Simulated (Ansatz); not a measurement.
Stepwise reaction of `[CH3][GeH]([F])[F]` with hydrogen chloride, as a gas-phase model of exchange steps in deposition or etching. ΔE in kJ/mol; ΔG adds harmonic PBE0-D4 terms to CCSD(T)/CBS, at 1 bar.

Computed with Ansatz on PBE0-D4/def2-TZVP structures; ΔE is electronic, products minus reactants. CCSD(T)/CBS is the MP2 limit (def2-TZVPP, def2-QZVPP) plus CCSD(T) − MP2 in def2-TZVPP, frozen cores. This one scheme is used for every species. DFT in def2-TZVPP. B3LYP here is the variant with VWN-RPA as its local correlation; programs differ in this. For Ge outer-core shells are correlated without core-valence functions, which leaves a few kJ/mol of doubt a bond. Scalar relativity is left out up to krypton.

```json
{"step": "1", "reaction": "`[CH3][GeH]([F])[F]` + HCl → `[CH3][GeH]([F])[Cl]` + H–F", "PBE-D4": "-9.8", "B3LYP-D4": "-5.5", "ωB97M-V": "-5.8", "CCSD(T)/CBS": "-9.9", "ΔG(500 K)": "-3.5"}
```

**Question.** Give the row of step 2, `[CH3][GeH]([F])[Cl]` + HCl → `[CH3][GeH]([Cl])[Cl]` + H–F. (Best estimate.)

**Answer.** Ansatz gave: 
```
step                                                    reaction  PBE-D4  B3LYP-D4  ωB97M-V  CCSD(T)/CBS  ΔG(500 K)
   2  `[CH3][GeH]([F])[Cl]` + HCl → `[CH3][GeH]([Cl])[Cl]` + H–F   -12.0      -8.3     -8.3        -13.3       -6.7
```

**Question.** By hand: ΔE of the 2 steps together at CCSD(T)/CBS.

**Answer.** (-9.9) + (-13.3) = -23.2 kJ/mol, or -11.6 kJ/mol a step.

In ΔE the steps differ by no more than 3.4 kJ/mol. All are downhill at CCSD(T)/CBS. ΔG lies between -6.7 and -3.5 kJ/mol a step. PBE-D4 differs from CCSD(T)/CBS by 0.1 to 1.3 kJ/mol a step. Isolated molecules leave out the surface, adducts and barriers. Largest T1 diagnostic: 0.012.
